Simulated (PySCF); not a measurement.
SMILES O=C(CC)OC (C₄H₈O₂) at its GFN2-xTB optimised geometry (Å):

```
14

C      1.6770     1.3236    -0.7872
C      1.1217     0.1424     0.0000
C     -0.3903     0.1424     0.0000
O     -1.0892     1.1199     0.0000
O     -0.8646    -1.1115     0.0099
C     -2.2773    -1.2660     0.0467
H      2.7566     1.3799    -0.6759
H      1.2341     2.2478    -0.4253
H      1.4400     1.2221    -1.8434
H      1.4729    -0.8100    -0.3970
H      1.4387     0.2122     1.0441
H     -2.7566    -0.4815    -0.5420
H     -2.6318    -1.2052     1.0778
H     -2.4944    -2.2478    -0.3675
```

Calculation: PBE/def2-TZVP in PySCF.

Map of the electron localisation function on the plane z = 1.2 Å:

```
|                           |
|                           |
|                           |
|                           |
|                           |
|                           |
|                           |
|          ..               |
|        .:::.              |
|       .:-=-:              |
|       .:==-:  .=+:        |
|        :---:  +@@@+       |
|         ..::..#@@@%:      |
|     ..    .:..#@@@%-      |
|    =%%*.  ..  =@@@*.      |
|   -%@@@+ .-:  .=+=.       |
|   +@@@@# .+=.             |
|   =@@@@* .=+:             |
|   .*%@%-  :=:             |
|    .:--.   .              |
|                           |
|                           |
|                           |
|                           |
|                           |
|                           |
|                           |
```
Scale: ten equal steps from 0.000 (start of ' ') to 1.000 (end of '@'), in the order ' .:-=+*#%@'; x runs from -5.00 to 5.00, y from -5.00 (bottom) to 5.00 (top).
